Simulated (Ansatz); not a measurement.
`[CH3][GeH2][CH2]N` + `FC[SiH](F)Cl` → `C[C@H](F)[Si@H](F)Cl` + `N[CH2][GeH3]`  (formal exchange of groups at a C–Ge bond)

Program: Ansatz. Geometries: PBE0-D4/def2-TZVP. ΔE: electronic, gas phase. CCSD(T)/CBS is the MP2 limit (def2-TZVPP, def2-QZVPP) plus CCSD(T) − MP2 in def2-TZVPP, frozen cores. DFT in def2-TZVPP. B3LYP here is the variant with VWN-RPA as its local correlation; programs differ in this. For Ge outer-core shells are correlated without core-valence functions, which leaves a few kJ/mol of doubt a bond. Scalar relativity is left out up to krypton. One conformer a species, not always the lowest.

`[CH3][GeH2][CH2]N`:

```xyz
13

C     1.143   -1.200    1.393
Ge   -0.165    0.143    0.835
C    -0.379    0.127   -1.121
N    -1.209    1.243   -1.550
H     2.112   -1.006    0.929
H     0.811   -2.197    1.100
H     1.270   -1.184    2.476
H     0.320    1.551    1.251
H    -1.523   -0.118    1.514
H     0.620    0.085   -1.582
H    -0.884   -0.809   -1.378
H    -0.779    2.127   -1.311
H    -1.338    1.238   -2.555
```

`FC[SiH](F)Cl`:

Z-matrix (Å, degrees):
```
C
Si 1 1.876
F 1 1.388 2 109.9
H 1 1.095 2 110.6 3 -120.0
H 1 1.095 2 110.9 3 120.3
Cl 2 2.040 1 107.1 3 175.9
F 2 1.588 1 109.6 3 -66.4
H 2 1.475 1 113.6 3 54.7
```

`C[C@H](F)[Si@H](F)Cl`:

Z-matrix (Å, degrees):
```
C
C 1 1.510
H 1 1.092 2 110.3
H 1 1.093 2 110.0 3 -119.5
H 1 1.093 2 111.4 3 120.3
F 2 1.400 1 109.5 3 -58.2
Si 2 1.886 1 113.4 3 -177.2
H 2 1.096 1 110.3 3 59.2
F 7 1.594 2 107.7 1 -57.6
Cl 7 2.034 2 110.4 1 -175.9
H 7 1.476 2 112.5 1 61.9
```

`N[CH2][GeH3]`:

Z-matrix (Å, degrees):
```
C
Ge 1 1.966
N 1 1.455 2 109.9
H 1 1.093 2 106.8 3 118.0
H 1 1.100 2 108.8 3 -126.9
H 2 1.540 1 110.4 3 173.0
H 2 1.542 1 108.9 3 53.8
H 2 1.536 1 110.6 3 -65.7
H 3 1.013 1 111.1 2 176.9
H 3 1.012 1 111.0 2 -64.1
```

```tsv
level	ΔE (kcal/mol)
r2SCAN-D4	3.3
PBE0-D4	3.4
B3LYP-D4	3.4
B2PLYP	4.1
PBE0	3.7
HF/def2-TZVPP	3.7
CCSD(T)/def2-TZVPP	4.3
MP2/CBS(def2)	4.9
```

Question: What does CCSD(T)/CBS give? (An estimate is asked.)

Answer: Computed: +4.1 kcal/mol. The listed levels differ from it by -0.8, -0.7, -0.7, 0.0, -0.4, -0.4, 0.2, 0.8 kcal/mol.

Largest T1 diagnostic among the species: 0.011.
